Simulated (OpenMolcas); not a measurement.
A calculation on Ti2+.

| Item | Value |
| --- | --- |
| Program | OpenMolcas 26.06 |
| Method | MS-RASPT2, IPEA 0.25 Eh, imaginary shift 0.1 Eh (closed shells correlated: 3s 3p) |
| Basis | ANO-RCC-VTZP [6s5p3d2f1g] |
| Scalar Hamiltonian | DKH2, point nucleus |
| Active space | 2 electrons in 9 orbitals (RAS2 3d 4s; RAS3 4p, at most 2 electrons) |
| State averaging | 2S+1 = 3 even, 15 roots; 2S+1 = 1 even, 20 roots kept (CI in the orbitals of an earlier block); 2S+1 = 3 odd, 15 roots; 2S+1 = 1 odd, 15 roots kept (CI in the orbitals of an earlier block) |
| Spin-orbit coupling | RASSI with atomic mean-field integrals over the reference wave functions, term energies averaged over their components |

Question: Which level of the active space comes out lowest?

Answer: 3d2 3F2, with 100 % of that term; it is also the measured ground level.

Question: How high does 3d2 3F4 lie?

Answer: 455 cm-1 above the lowest level; measured 420 cm-1 above the ground level, so the calculation is off by +8 %.

Question: How high does 3d2 3P1 lie?

Answer: 11210 cm-1 above the lowest level; measured 10604 cm-1 above the ground level, so the calculation is off by +6 %.

Question: How high does 3d2 1S0 lie?

Answer: 32380 cm-1 above the lowest level; measured 32476 cm-1 above the ground level, so the calculation is off by 0 %.

Measured values: Corliss and Sugar, J. Phys. Chem. Ref. Data 8, 1 (1979).

CASPT2 breaks the degeneracy within a term, and the mean is taken; among the terms shown or strongly mixed into the levels shown the widest spread is 760 cm-1 (3d2 3F). Terms from blocks run as CI alone lack orbitals of their own. Computed and measured levels are paired by configuration, term and J; levels that our copy of the source lacks, or whose pairing is in doubt (as where it misses far off the trend of its configuration), stay unpaired and out of the deviations. Levels of configurations outside the active space are missing.
